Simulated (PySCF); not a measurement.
C2H8SSi, SMILES C[SiH](C)S.

Geometry: B3LYP-D3(BJ)/def2-SVP. Other conformers were not sampled.

These are SMD-B3LYP/6-31G* (PySCF) values and carry that method's errors.

Solvation free energies are E(SMD) − E(gas) at the gas-phase geometry, for 1 M in both phases. In vacuum the dipole moment is 2.42 D.

Question: Rank water, acetone, toluene by solvation free energy, most negative first.

Answer: acetone (-4.2 kcal/mol), toluene (-3.1 kcal/mol), water (0.0 kcal/mol)
